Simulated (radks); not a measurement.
The antimony anion Sb3-, [Xe], held by a Watson sphere: a shell of charge +3 at radius R that stands for the Madelung well of a crystal (potential energy -3/R inside, -3/r outside, in hartree with lengths in bohr). All-electron calculation, scalar-relativistic Kohn-Sham, r2SCAN, spin-polarised, spherical densities, finite nucleus; meta-GGA in the generalised Kohn-Sham scheme; Fermi nuclear charge, rms radius of each element as measured or else 0.836 A^(1/3) + 0.57 fm. Program: a radial shooting solver on a logarithmic mesh with Libxc functionals.

R (bohr)  e(4d) (eV)  e(5s) (eV)  e(5p) (eV)  <r> 5p (bohr)  sum of <r^2> (bohr^2)  X-ray form factor at sin(theta)/lambda = 0.1 1/angstrom
2.92         -33.006     -14.334      -6.712          2.907                  91.63                                                   48.630
2.99         -32.873     -14.140      -6.596          2.934                  92.88                                                   48.584
3.13         -32.637     -13.769      -6.365          2.990                  95.41                                                   48.495
3.31         -32.383     -13.326      -6.070          3.060                  98.70                                                   48.385
3.46         -32.202     -12.984      -5.829          3.118                  101.5                                                   48.297
3.91         -31.770     -12.098      -5.146          3.289                  109.9                                                   48.058
4.16         -31.577     -11.687      -4.798          3.382                  114.7                                                   47.940
5            -31.070     -10.650      -3.806          3.683                  131.6                                                   47.623
5.03         -31.055     -10.621      -3.776          3.694                  132.2                                                   47.614
